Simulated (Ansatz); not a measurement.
Consider the substitution at a C–Si bond: `BO[SiH](C)C` + `CO[Si](F)(F)S` → `CO[Si](F)(F)SC` + `BO[SiH2]C`.

Gas-phase electronic energies from Ansatz, PBE0-D4/def2-TZVP geometries. CBS: MP2 limit from def2 TZ/QZ plus the TZ coupled-cluster correction, frozen cores. Functionals use def2-TZVPP. B3LYP here is the variant with VWN-RPA as its local correlation; programs differ in this. One conformer a species, not always the lowest.

```json
{"level": "PBE-D4", "ΔE (kcal/mol)": "13.5", "difference from CCSD(T)/CBS": "-0.8"}
{"level": "PBE0-D4", "ΔE (kcal/mol)": "14.0", "difference from CCSD(T)/CBS": "-0.3"}
{"level": "r2SCAN", "ΔE (kcal/mol)": "14.6", "difference from CCSD(T)/CBS": "0.3"}
{"level": "PBE0", "ΔE (kcal/mol)": "14.0", "difference from CCSD(T)/CBS": "-0.3"}
{"level": "B3LYP", "ΔE (kcal/mol)": "13.6", "difference from CCSD(T)/CBS": "-0.7"}
{"level": "MP2/def2-TZVPP", "ΔE (kcal/mol)": "14.6", "difference from CCSD(T)/CBS": "0.3"}
{"level": "SCS-MP2/def2-TZVPP", "ΔE (kcal/mol)": "13.7", "difference from CCSD(T)/CBS": "-0.6"}
{"level": "HF/def2-QZVPP", "ΔE (kcal/mol)": "13.1", "difference from CCSD(T)/CBS": "-1.2"}
{"level": "SCS-MP2/def2-QZVPP", "ΔE (kcal/mol)": "13.5", "difference from CCSD(T)/CBS": "-0.8"}
{"level": "CCSD/CBS(def2)", "ΔE (kcal/mol)": "14.4", "difference from CCSD(T)/CBS": "0.1"}
{"level": "CCSD(T)/CBS", "ΔE (kcal/mol)": "14.3", "difference from CCSD(T)/CBS": "0"}
```

Largest T1 diagnostic among the species: 0.012.

In def2-TZVPP, CCSD(T) changes the Hartree–Fock value by +1.4 kcal/mol (the triples alone add −0.1 kcal/mol) and MP2 by +1.4 kcal/mol.
